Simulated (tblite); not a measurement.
Species: C6H9NSi.
SMILES with atom numbers: `[N:1]#[C:2][CH2:3][C@@H:4]1[CH:5]=[CH:6][CH2:7][SiH2:8]1` (hydrogens: H9, H10 on C3; H11 on C4; H12 on C5; H13 on C6; H14, H15 on C7; H16, H17 on Si8)

Computed with GFN2-xTB (tblite), gas phase: L-BFGS steps from a force-field or distance-geometry start until the largest atomic force falls under 0.01 eV/Å.

Step 40: E = -599.0404 eV
```
atom  x, y, z in Å  |  force x, y, z in eV/Å
N1      3.7023    0.9547   -0.2346   -0.008  -0.005  -0.020
C2      2.8527    0.2120   -0.0474    0.044  -0.022   0.008
C3      1.7631   -0.7010    0.1783   -0.038   0.024   0.009
C4      0.4748   -0.1819   -0.4782   -0.040  -0.012  -0.023
C5      0.0728    1.1726    0.0386   -0.007  -0.009   0.008
C6     -1.1942    1.3824    0.3513    0.006   0.004   0.005
C7     -2.1772    0.2566    0.2079    0.020  -0.012  -0.002
Si8    -1.0834   -1.2582   -0.1672    0.001  -0.022  -0.017
H9      1.6216   -0.8055    1.2572    0.002  -0.022   0.016
H10     2.0265   -1.6778   -0.2396    0.017   0.035   0.043
H11     0.6738   -0.0902   -1.5527    0.009   0.023  -0.009
H12     0.8312    1.9376    0.1231    0.008   0.000  -0.026
H13    -1.5532    2.3394    0.6999   -0.013   0.009   0.013
H14    -2.7828    0.1636    1.1105    0.013  -0.013  -0.008
H15    -2.8739    0.4766   -0.6043    0.010   0.002   0.015
H16    -1.4634   -2.0331   -1.3487   -0.019   0.003   0.003
H17    -0.8979   -2.1358    0.9949   -0.004   0.017  -0.015
```

Step 41: E = -599.0409 eV
```
atom  x, y, z in Å  |  force x, y, z in eV/Å
N1      3.7033    0.9516   -0.2392    0.002  -0.003  -0.018
C2      2.8540    0.2099   -0.0478    0.025  -0.020  -0.002
C3      1.7619   -0.6996    0.1811   -0.020   0.027   0.017
C4      0.4749   -0.1818   -0.4781   -0.037  -0.003  -0.022
C5      0.0724    1.1734    0.0361    0.000   0.003   0.019
C6     -1.1938    1.3834    0.3517   -0.018  -0.003   0.016
C7     -2.1770    0.2572    0.2102    0.025  -0.035  -0.010
Si8    -1.0829   -1.2573   -0.1702   -0.025  -0.041  -0.009
H9      1.6204   -0.7972    1.2606   -0.004  -0.028   0.022
H10     2.0244   -1.6790   -0.2310    0.014   0.032   0.041
H11     0.6750   -0.0927   -1.5519    0.018   0.030  -0.028
H12     0.8308    1.9386    0.1191    0.008   0.000  -0.027
H13    -1.5541    2.3397    0.7019    0.001   0.002   0.004
H14    -2.7816    0.1606    1.1137    0.026  -0.001  -0.019
H15    -2.8749    0.4770   -0.6011    0.010   0.003   0.021
H16    -1.4625   -2.0305   -1.3538   -0.017   0.014   0.011
H17    -0.8971   -2.1412    0.9875   -0.006   0.023  -0.015
```

Task: Estimate the geometry and energy of step 42. (The exact step hangs on the optimiser's Hessian estimate; all steps are aligned on step 41, rigid shifts and turns removed.)

Result: E = -599.0415 eV, largest force 0.066 eV/Å
```
atom  x, y, z in Å  |  force x, y, z in eV/Å
N1      3.7049    0.9474   -0.2460    0.012  -0.007  -0.014
C2      2.8561    0.2067   -0.0485   -0.007  -0.008  -0.012
C3      1.7599   -0.6972    0.1855    0.008   0.024   0.026
C4      0.4744   -0.1817   -0.4782   -0.018   0.012  -0.015
C5      0.0716    1.1745    0.0333    0.007   0.015   0.025
C6     -1.1937    1.3846    0.3522   -0.040  -0.012   0.028
C7     -2.1763    0.2572    0.2133    0.025  -0.050  -0.015
Si8    -1.0827   -1.2568   -0.1742   -0.045  -0.048  -0.002
H9      1.6191   -0.7867    1.2657   -0.014  -0.028   0.023
H10     2.0216   -1.6800   -0.2185    0.008   0.023   0.034
H11     0.6768   -0.0954   -1.5513    0.025   0.036  -0.042
H12     0.8303    1.9399    0.1138    0.005  -0.002  -0.028
H13    -1.5555    2.3404    0.7038    0.015  -0.010  -0.006
H14    -2.7790    0.1567    1.1181    0.037   0.009  -0.028
H15    -2.8764    0.4774   -0.5961    0.008   0.003   0.024
H16    -1.4613   -2.0262   -1.3610   -0.019   0.020   0.012
H17    -0.8967   -2.1485    0.9772   -0.007   0.025  -0.009
```

The energy changes by -0.0006 eV. The first-order estimate −F·Δx gives -0.0008 eV and the mean of the old and new forces, exact on a quadratic surface, -0.0006 eV. The step makes an angle of 79° with the force vector and moves no atom by more than 0.013 Å.

The cost below is that of the whole relaxation. On Arm Neoverse V1, one thread, no GPU, shared host with 32 logical CPUs at a one-minute load of 6.6, this took 0.8 s of wall time.
